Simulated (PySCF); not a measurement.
ClH₃InN, SMILES [NH2][InH][Cl].

The structure is a stationary point at PBE0-D3(BJ)/def2-SVP. The def2 effective core potentials stand for the cores of In; spin–orbit coupling is left out. One conformer was computed; it need not be the lowest.

Calculation: TDDFT-LC-ωPBE/def2-SVPD (PySCF 2.14.0).

Vertical excitations. The molecule is in vacuum.

```
state  energy (eV)  λ (nm)      f                                                                    main pairs
-----  -----------  ------  -----  ----------------------------------------------------------------------------
S1            5.97     208  0.052                             HOMO→LUMO+1 55 %, HOMO→LUMO 21 %, HOMO→LUMO+3 9 %
S2            6.24     199  0.045                                              HOMO→LUMO 67 %, HOMO→LUMO+1 23 %
S3            6.74     184  0.017                                                              HOMO−1→LUMO 83 %
S4            6.98     178  0.059   HOMO−1→LUMO+1 36 %, HOMO−1→LUMO+2 18 %, HOMO→LUMO+2 10 %, HOMO−2→LUMO+1 6 %
S5            7.09     175  0.080  HOMO−2→LUMO+1 18 %, HOMO−1→LUMO+1 18 %, HOMO→LUMO+2 16 %, HOMO−2→LUMO+2 10 %
S6            7.35     169  0.005                         HOMO−2→LUMO 40 %, HOMO→LUMO+2 31 %, HOMO−2→LUMO+2 8 %
S7            7.43     167  0.004      HOMO−3→LUMO 45 %, HOMO−2→LUMO+1 13 %, HOMO−2→LUMO 12 %, HOMO→LUMO+2 10 %
S8            7.56     164  0.028    HOMO−3→LUMO 31 %, HOMO−2→LUMO+1 21 %, HOMO−2→LUMO 16 %, HOMO−3→LUMO+1 13 %
S9            8.05     154  0.025                                                              HOMO−4→LUMO 77 %
S10           8.13     153  0.006                                            HOMO→LUMO+3 47 %, HOMO→LUMO+5 12 %
T1            5.10     243      0                                                                HOMO→LUMO 76 %
T2            5.53     224      0                                              HOMO→LUMO+1 67 %, HOMO→LUMO 11 %
T3            6.18     201      0     HOMO−1→LUMO 34 %, HOMO−1→LUMO+2 20 %, HOMO−1→LUMO+1 16 %, HOMO−3→LUMO 8 %
T4            6.42     193      0     HOMO−1→LUMO+1 30 %, HOMO−1→LUMO 25 %, HOMO−3→LUMO 12 %, HOMO−1→LUMO+2 7 %
```
Triplets are in the Tamm–Dancoff approximation, which puts them higher than full response would, so one can lie above its singlet here.
